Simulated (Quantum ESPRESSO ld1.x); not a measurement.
Results of a calculation; reference values are marked as such.
Task: The mean radii <r> (bohr) of the occupied orbitals of an atom or ion are listed with their occupations. Code: ld1.x of Quantum ESPRESSO 7.5. Model: scalar-relativistic Kohn-Sham, revPBE, spin-unpolarised, spherical densities, point nucleus.

| orbital | occ. | <r> |
|---|---|---|
| 1s | 2 | 0.02363 |
| 2s | 2 | 0.1010 |
| 2p | 6 | 0.08881 |
| 3s | 2 | 0.2663 |
| 3p | 6 | 0.2645 |
| 3d | 10 | 0.2418 |
| 4s | 2 | 0.6048 |
| 4p | 6 | 0.6393 |
| 4d | 10 | 0.6978 |
| 5s | 2 | 1.406 |
| 5p | 6 | 1.599 |
| 4f | 2 | 0.9089 |
| 6s | 2 | 3.324 |

Name the element and its charge.

Result: Z = 60, neodymium, charge +2: Nd2+ in [Xe] 4f2 6s2. The 1s radius gives Z: for a bare nucleus <r> = (2 gamma + 1)/(2Z) with gamma = sqrt(1 - (Z/c)^2), 0.02332 bohr for Z = 60, and screening makes it slightly larger (0.02363 here). The occupations add up to 58, and the charge is Z minus that.
